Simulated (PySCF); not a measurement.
C5H3BF2.
Bonds: C1–C2 (triple), C2–C3, C3–C4 (double), C4–C5 (double), C5–B6, B6–F7, B6–F8. Hydrogens: H9 on C1; H10 on C3; H11 on C5.

Computed, not measured: PySCF, PBE0-D3(BJ)/def2-SVP geometry optimisation, gas phase.

Problem. Give the optimised bond lengths and angles.

Solution. 
```json
{"bond": "C1≡C2", "length (Å)": "1.213", "order": "triple"}
{"bond": "C2–C3", "length (Å)": "1.423", "order": "single"}
{"bond": "C3=C4", "length (Å)": "1.316", "order": "double"}
{"bond": "C4=C5", "length (Å)": "1.311", "order": "double"}
{"bond": "C5–B6", "length (Å)": "1.550", "order": "single"}
{"bond": "B6–F7, B6–F8", "length (Å)": "1.319", "order": "single"}
{"bond": "C1–H9", "length (Å)": "1.074", "order": "single"}
{"bond": "C3–H10", "length (Å)": "1.099", "order": "single"}
{"bond": "C5–H11", "length (Å)": "1.098", "order": "single"}
```

Bonds in one row agree within 0.01 Å and their mean is given. Orders are formal, as drawn. A selection of angles:
```json
{"angle": "C1–C2–C3", "degrees": "178.6"}
{"angle": "C2–C3–C4", "degrees": "124.1"}
{"angle": "C3–C4–C5", "degrees": "178.6"}
{"angle": "C4–C5–B6", "degrees": "121.1"}
{"angle": "C5–B6–F7", "degrees": "120.6"}
{"angle": "F7–B6–F8", "degrees": "117.4"}
```

Torsions: C4–C5–B6–F7 177° (antiperiplanar). The mirror-image conformer, all signs reversed, is as good.

The C–C distances run from 1.213 Å (C1≡C2, drawn triple) to 1.423 Å (C2–C3, drawn single), a spread of 0.210 Å. B6 (three-coordinate boron) is planar (angles 122.0°, 120.6° and 117.4°, sum 360.0°, 0.00 Å off the plane of its three neighbours).

Point group: C1 (no symmetry element, even within 0.4 Å). Stationary, but not proved a minimum.

The run took 34 s on one thread, Arm Neoverse V1 (aarch64), on a shared host, and the process peaked at 0.64 GiB of memory. This is the geometry optimisation.
